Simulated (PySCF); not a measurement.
# Bi: excitation energy

Bi [Xe] 4f14 5d10 6s2 6p3 (4S) → Bi [Xe] 4f14 5d10 6s1 6p4 (4P), as a difference of total energies. Computed with PySCF 2.14 in aug-cc-pVQZ-PP with one added diffuse shell each of s, p, d, f, g type with ECP60MDF (8s8p6d4f3g, 117 functions), with scalar relativity through the core potential. Correlated levels: valence: 5s2 5p6 5d10 frozen. The calculations carry no spin-orbit coupling.

```tsv
method	excitation energy (cm⁻¹)
UHF	74605
LDA	81212
PBE	79751
PBE0	79059
r2SCAN	78727
MN15	81928
LC-wPBE	79465
revPBE	79266
MP2 (valence)	74146
SCS-MP2 (valence)	74005
```

Spin-orbit coupling is strong in these open shells (close to jj coupling). The scalar numbers leave it out and a first-order estimate fails, so it can dominate the gap to the real levels.

The upper state lies above the first ionisation limit, where it may autoionise and the basis confines it.
